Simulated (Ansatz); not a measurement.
Basis-set extrapolation for C$_{2}$H$_{8}$ClNSi$_{2}$, SMILES `C=CN([SiH3])[SiH2]Cl` (PBE0-D4/def2-TZVP geometry, frozen core, Ansatz). Multiplicity 1, RHF reference.

```json
{"": "HF", "def2-TZVPP": "-1172.369774", "def2-QZVPP": "-1172.407307"}
{"": "MP2 correlation", "def2-TZVPP": "-0.970657", "def2-QZVPP": "-1.044432"}
{"": "CCSD(T) correlation", "def2-TZVPP": "-1.082514", "def2-QZVPP": "not run"}
```

Energies in hartree. Use E(X) = E(∞) + A·exp(−7.88·√X) for Hartree–Fock and E(X) = E(∞) + B·X^(−2.97) for correlation, with X = 3 and 4, and add CCSD(T) minus MP2 of the smaller set to the MP2 limit.

What is the CCSD(T) energy at the basis-set limit?

HF limit: -1172.407307 + (-0.037533) × 0.13774 = -1172.41248. MP2 limit: -1.044432 + (-0.073775) × 0.74074 = -1.09908. Higher-order term: -1.082514 − (-0.970657) = -0.11186. Total: -1173.62342 hartree, 449.3 kJ/mol below CCSD(T)/def2-TZVPP.
